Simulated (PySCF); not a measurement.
# RbTl: from constants to spectrum

RHF-CCSD(T) constants of RbTl, ¹Σ⁺ (singlet), closed shell (PySCF, scalar-relativistic core potentials, basis sets Rb def2-SVP with ECP28, Tl def2-SVP with ECP60; masses 84.9118 and 204.9744 u):

* ωe: 57.4 cm⁻¹
* ωexe: 0.185 cm⁻¹
* Be: 0.017656 cm⁻¹
* αe: 7.48e-05 cm⁻¹
* D (centrifugal): 6.69e-09 cm⁻¹
* De to Rb + Tl: 0.401 eV

(1) Give the band origin of the fundamental and the first lines of its P and R branches.

(2) Near which J would the R branch turn back, without centrifugal distortion?

Correlated steps freeze 4 core orbitals. Correlated levels converge slowly with the basis: in double zeta they bind strong bonds too weakly, by up to about 1 eV, and carry superposition errors of some tenths. Spin–orbit coupling is left out, which matters for elements this heavy, above all for dissociation energies. Where the molecule has an RHF reference, its open-shell atoms are computed with UHF.

## Answers

(1) ν0 = ωe − 2ωexe = 57.0 cm⁻¹, B0 = 0.017619, B1 = 0.017544 cm⁻¹.

| J″ | P(J″) − ν0 | R(J″) − ν0 |
| --- | --- | --- |
| 0 |  | 0.035 |
| 1 | -0.035 | 0.070 |
| 2 | -0.071 | 0.105 |
| 3 | -0.106 | 0.139 |
| 4 | -0.142 | 0.174 |
| 5 | -0.178 | 0.208 |
| 6 | -0.214 | 0.242 |

(2) At J ≈ (B0 + B1)/(2(B0 − B1)) − 1 ≈ 230.
